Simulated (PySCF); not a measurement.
## Spin-Hamiltonian simulation

Molecule: SMILES O(C)C(=O)c1ccoc1, C$_{6}$H$_{6}$O$_{3}$.

Bonds (- single, = double, # triple, : aromatic): C1-O2 1.415 Å, O2-C3 1.340 Å, C3=O4 1.206 Å, C3-C5 1.469 Å, C5:C6 1.434 Å, C6:C7 1.359 Å, C7:O8 1.355 Å, O8:C9 1.337 Å, C9:C5 1.369 Å. C1 carries H10, H11, H12; C6 carries H13; C7 carries H14; C9 carries H15.

- shielding tensors at PBE/pcSseg-1 (GIAO)
- spin–spin couplings from B3LYP/pcJ-1 (without the spin–dipole term)
- coordinates at the PBE0-D3(BJ)/def2-SVP level
- run in PySCF 2.14
- fast rotation and ring inversion assumed for equivalent nuclei, one computed conformer, non-relativistic, no solvent

Scale: $^{1}$H against TMS (reference shieldings calculated alike).

The 3-spin Hamiltonian (Zeeman plus full scalar coupling among like nuclei) was diagonalised exactly; lines are Lorentzian, 1.0 Hz wide, and the maxima above 3 % are listed with the tallest set to 100.

Peak list at 400 MHz for the spins H13/H14/H15:
δ in ppm (height): 7.931 (99), 7.929 (100), 7.195 (66), 7.191 (81), 7.189 (82), 7.185 (66), 6.692 (91), 6.688 (89)

Problem. Extract the chemical shifts and coupling constants behind this pattern (give the signs of the calculation).

Solution. 
Shifts (ppm): H13 6.69, H14 7.19, H15 7.93.
Couplings (Hz): H13–H14: 2.3; H13–H15: 0.6; H14–H15: 1.5.
These are the parameters used. A line list fixes at most the relative signs, and those only where coupling is strong; other parameter sets or atom labellings may fit too, and couplings well below the line width leave little trace.

Unscaled 3J(H,H) at this level run about 9 % above measured values.
